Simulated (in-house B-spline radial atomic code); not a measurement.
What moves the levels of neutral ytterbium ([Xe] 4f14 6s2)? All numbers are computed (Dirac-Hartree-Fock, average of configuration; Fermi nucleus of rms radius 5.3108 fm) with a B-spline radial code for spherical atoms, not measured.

Baseline run (computed): total energy -14067.6274 hartree, 1s1/2 at -2267.632 hartree, 6s1/2 at -5.3474 eV with <r> = 4.231 bohr.

Scaling the speed of light c (a factor of 100 is close to the non-relativistic limit):

| c/c0 | ΔE (hartree) | 6s1/2 level (eV) | 6s1/2 <r> (bohr) |
| --- | --- | --- | --- |
| 0.9 | -189.56 | -5.47183 | 4.142 |
| 0.98 | -32.291 | -5.368 | 4.216 |
| 1.02 | 30.031 | -5.32854 | 4.245 |
| 3 | 609.89 | -4.99913 | 4.51 |
| 100 | 676.47 | -4.96516 | 4.54 |

Changing the nucleus:

```json
{"nucleus": "Gaussian nucleus of rms radius 5.3108 fm", "ΔE (eV)": "-0.291"}
{"nucleus": "uniform spherical nucleus of rms radius 5.3108 fm", "ΔE (eV)": "0.0744"}
{"nucleus": "Gaussian nucleus of rms radius 0.01 fm", "ΔE (eV)": "-45.5"}
{"nucleus": "Fermi nucleus of rms radius 5.2046 fm", "ΔE (eV)": "-1.54"}
{"nucleus": "Fermi nucleus of rms radius 5.417 fm", "ΔE (eV)": "1.56"}
```

A larger nucleus binds the electrons less, roughly as the density at the nucleus times the change of the nuclear <r²>. At equal rms radius the shape enters only through higher moments. A radius of 0.01 fm is nearly a point.

Question: The nuclear charge is raised by 0.1. What does the Hellmann-Feynman theorem predict for the energy, and what is found?

Answer: dE/dZ ≈ -Σ<1/r>, which is -499.226 at the start and -500.324 at the end; their mean times 0.1 is -49.978 hartree, and the two runs differ by -49.975 hartree.
